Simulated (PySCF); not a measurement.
A series of substituents X on one scaffold: HS-X. Gas-phase values, no solvent. One relaxed conformer stands for each flexible species; it need not be the lowest. Strings in code marks are SMILES.

The four lowest singlet excitations (Tamm–Dancoff). Level of theory: B3LYP-D3(BJ)/def2-TZVP run with PySCF 2.14.0. B3LYP has the VWN-RPA correlation part, as in Gaussian. Excitations are Tamm–Dancoff values on a coarser integration grid. The basis has no diffuse functions, so Rydberg states are missing or too high.

```csv
state,energy (eV),wavelength (nm),oscillator strength
S1,5.19,239,0.001
S2,5.92,210,0.042
S3,6.60,188,0.006
S4,7.22,172,0.004
```

Task: Which member gives these states?
A) `C[S@](=O)S` (O–S–S–H torsion 85°)
B) `NS`
C) `S=CS` (S–C–S–H torsion 180°)
D) `CC(C)(C)S` (C–C–S–H torsion 180°)

Result: B, `NS`
